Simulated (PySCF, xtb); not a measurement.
C₃H₅BFN, SMILES NB1C=C[C@@H]1F. One conformer was computed; it need not be the lowest.

Harmonic wavenumbers (cm⁻¹) from GFN2-xTB (xtb) at its own minimum, in rising order: 108, 184, 292, 400, 541, 562, 603, 627, 753, 825, 841, 889, 983, 1033, 1057, 1087, 1116, 1248, 1284, 1464, 1544, 1598, 2915, 3074, 3097, 3478, 3515.

Question: What does B3LYP-D3(BJ)/def2-SVP (PySCF 2.14.0) give at its own minimum? (Estimate from the structure and the level; the computed values follow.)

Answer: 124, 200, 318, 414, 508, 584, 590, 646, 768, 834, 853, 991, 1009, 1027, 1087, 1110, 1162, 1297, 1347, 1468, 1578, 1612, 3044, 3125, 3196, 3590, 3688. Paired by order, the mean absolute difference is 43 cm⁻¹ and the zero-point energies are 50.2 and 51.7 kcal/mol.
